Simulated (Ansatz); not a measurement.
Reaction (hydrogenolysis of a B–B bond): `BB(C)BCl` + H₂ → `BBC` + `BCl`

Computed with Ansatz on PBE0-D4/def2-TZVP structures; ΔE is electronic, products minus reactants. CCSD(T)/CBS adds triple-zeta CCSD(T) − MP2 to the extrapolated MP2 energy (def2 sets, frozen cores). This one scheme is used for every species. Functionals use def2-TZVPP. B3LYP here is the variant with VWN-RPA as its local correlation; programs differ in this. HSE06 is defined as in plane-wave codes. Each species was taken in one conformer, which may not be the lowest.

| level | ΔE (kJ/mol) | difference from CCSD(T)/CBS |
| --- | --- | --- |
| PBE-D4 | -2.5 | 15.6 |
| revPBE-D4 | 1.0 | 19.1 |
| BLYP-D4 | -8.9 | 9.2 |
| r2SCAN-D4 | -8.4 | 9.7 |
| B97M-V | -11.9 | 6.2 |
| B3LYP-D4 | -16.2 | 1.9 |
| r2SCANh-D4 | -11.3 | 6.8 |
| r2SCAN0-D4 | -15.4 | 2.7 |
| HSE06-D4 | -11.4 | 6.7 |
| BHLYP-D4 | -26.2 | -8.1 |
| CAM-B3LYP-D4 | -22.9 | -4.8 |
| ωB97M-V | -20.8 | -2.7 |
| B2PLYP | -24.9 | -6.8 |
| PBE-QIDH | -20.3 | -2.2 |
| PBE | -9.3 | 8.8 |
| revPBE | -12.9 | 5.2 |
| BLYP | -22.4 | -4.3 |
| PBE0 | -17.6 | 0.5 |
| B3LYP | -27.0 | -8.9 |
| r2SCANh | -13.5 | 4.6 |
| r2SCAN0 | -17.8 | 0.3 |
| HSE06 | -17.3 | 0.8 |
| BHLYP | -35.4 | -17.3 |
| CAM-B3LYP | -29.4 | -11.3 |
| LC-ωPBE | -22.4 | -4.3 |
| RPA@PBE/def2-TZVPP | -24.0 | -5.9 |
| HF/def2-SVP | -55.9 | -37.8 |
| MP2/def2-SVP | -24.1 | -6.0 |
| CCSD/def2-SVP | -30.3 | -12.2 |
| CCSD(T)/def2-SVP | -25.4 | -7.3 |
| HF/def2-TZVPP | -53.1 | -35.0 |
| MP2/def2-TZVPP | -18.9 | -0.8 |
| SCS-MP2/def2-TZVPP | -26.6 | -8.5 |
| CCSD/def2-TZVPP | -26.6 | -8.5 |
| HF/def2-QZVPP | -53.3 | -35.2 |
| MP2/def2-QZVPP | -17.6 | 0.5 |
| SCS-MP2/def2-QZVPP | -25.3 | -7.2 |
| HF/CBS(def2) | -53.3 | -35.2 |
| MP2/CBS(def2) | -16.5 | 1.6 |
| CCSD/CBS(def2) | -24.2 | -6.1 |
| CCSD(T)/CBS | -18.1 | 0 |

Largest T1 diagnostic among the species: 0.014.

Leaving LDA and LC-ωPBE aside and taking each functional with its dispersion term where it has one, the values spread over 27.2 kJ/mol, from BHLYP-D4 to revPBE-D4. LDA lies +8.0 kJ/mol from PBE without D4. From BLYP to BHLYP (50 % exact exchange), in def2-TZVPP and without D4, ΔE moves by −13.0 kJ/mol.
